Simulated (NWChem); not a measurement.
Correlation energy of ClSi (+1)

```
Si
Cl 1 1.9939
```
Charge +1, spin multiplicity 1.

All runs are NWChem calculations. Structure: optimised with PBE/def2-SVP, a minimum by its harmonic frequencies.

Basis set: STO-3G. Each correlation energy counts from its own Hartree-Fock reference.

The correlated methods keep 10 core orbitals frozen. The structure started from a generated list of species. Coupled-cluster values serve here as a point of comparison, not as the truth.

Question: One of these methods gave a correlation energy of -43.2 mHa. Which?
(A) SCS-MP2
(B) CCSD
(C) CCSD+T(CCSD)
(D) MP2

Answer: D, MP2. The others give -45.1 (SCS-MP2), -56.2 (CCSD), -61.9 (CCSD+T(CCSD)).
